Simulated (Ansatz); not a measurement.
`BO[SiH2]F` + H₂S → `BO[SiH2]S` + H–F at 700 K and 1 bar (ligand exchange at the Si–F bond).

Calculated with Ansatz (gas phase, PBE0-D4/def2-TZVP geometries, no zero-point term in ΔE). CBS: MP2 limit from def2 TZ/QZ plus the TZ coupled-cluster correction, frozen cores. This one scheme is used for every species. Each species was taken in one conformer, which may not be the lowest.

```csv
species,CCSD(T)/CBS energy (Eh),H − E (kJ/mol),S (J/(mol·K))
`BO[SiH2]F`,-491.38453,183.1,405.6
H₂S,-398.97279,64.8,236.9
`BO[SiH2]S`,-789.92994,210.3,444.4
H–F,-100.39570,45.2,198.5
```

H − E and S are ideal-gas, rigid-rotor, harmonic terms from PBE0-D4/def2-TZVP, for one conformer and one mirror image of each species. 1 Eh = 2625.50 kJ/mol, R = 8.31446 J/(mol·K).

**Question.** By hand: ΔE, ΔH, ΔS and ΔG.

**Answer.** ΔE = (-789.92994) + (-100.39570) − (-491.38453) − (-398.97279) = 0.03168 Eh = 83.2 kJ/mol. Δ(H − E) = 210.3 + 45.2 − 183.1 − 64.8 = 7.6, so ΔH = 90.8 kJ/mol. ΔS = 444.4 + 198.5 − 405.6 − 236.9 = 0.4 J/(mol·K). ΔG = 90.8 − 700 × (0.4)/1000 = 90.5 kJ/mol.

**Question.** By hand: the equilibrium constant, and the temperature at which ΔG would vanish if ΔH and ΔS stayed fixed.

**Answer.** log₁₀ K = −ΔG/(RT ln 10) = -6.8. ΔG = 0 at ΔH/ΔS = 227000 K, far beyond where these terms or the molecules hold.

The number of gas molecules stays the same, so ΔS is small and ΔH decides. A doubt of 5 kJ/mol in ΔE shifts log₁₀ K by 0.4 here. Other conformers and mirror images would add mixing entropy, several J/(mol·K) or more a flexible species. Modes under 60 cm⁻¹, often nearly free rotors, make the harmonic entropy too high. These are equilibria of isolated gas molecules and say nothing of rates. Largest T1 diagnostic: 0.013 (customary marks: 0.02 for closed shells, 0.045 for open ones).
